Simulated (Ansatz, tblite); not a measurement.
Isomers of B₅P₅ (singlet), found by a short tight-binding search and relaxed with r2SCAN-D4/def2-SVP in Ansatz.

The xTB rows come from tblite.

A: The restricted singlet is unstable towards broken spin symmetry in Hartree–Fock (as tested in another run); at r2SCAN-D4/def2-TZVP, PBE0-D4/def2-TZVP this wasn't settled.

Other spin states were run for one of them alone.

A:

```xyz
10

B     0.831   -1.406    0.215
B    -0.452    1.387   -0.200
B     1.241    0.990    0.858
B    -1.595    0.262   -0.471
B    -0.853   -1.350   -0.679
P    -2.721   -1.051   -0.729
P     0.420   -2.579   -1.090
P     1.191    2.003   -0.779
P     0.129    2.395    1.342
P     1.808   -0.650    1.533
```

B:

```tsv
atom	x (Å)	y (Å)	z (Å)
B1	-0.446	1.213	-1.323
B2	0.519	-0.001	1.395
B3	-1.510	0.459	-0.316
B4	0.749	1.393	-0.204
B5	1.094	-0.960	-0.236
P6	-0.657	1.497	1.131
P7	2.230	0.350	0.544
P8	-0.157	-0.667	-1.695
P9	-0.013	-1.832	1.058
P10	-1.810	-1.453	-0.354
```

Question: Estimate their order by electronic energy at PBE0-D4/def2-TZVP, counted from the lowest.

Answer: B (0.0) < A (45.1), in kJ/mol.

Question: Do the other levels pick the same lowest one?

Answer: Not GFN2-xTB, r2SCAN-D4/def2-TZVP. Energies above each level's lowest (kJ/mol):

| level | A | B |
| --- | --- | --- |
| GFN1-xTB | 146.0 | 0.0 |
| GFN2-xTB | 0.0 | 64.7 |
| PBE-D4/def2-TZVP | 26.9 | 0.0 |
| r2SCAN-D4/def2-TZVP | 0.0 | 0.2 |
| PBE0-D4/def2-TZVP | 45.1 | 0.0 |
Point groups (tolerance 0.1 Å): A not assigned, B not assigned. Lower isomers may exist.
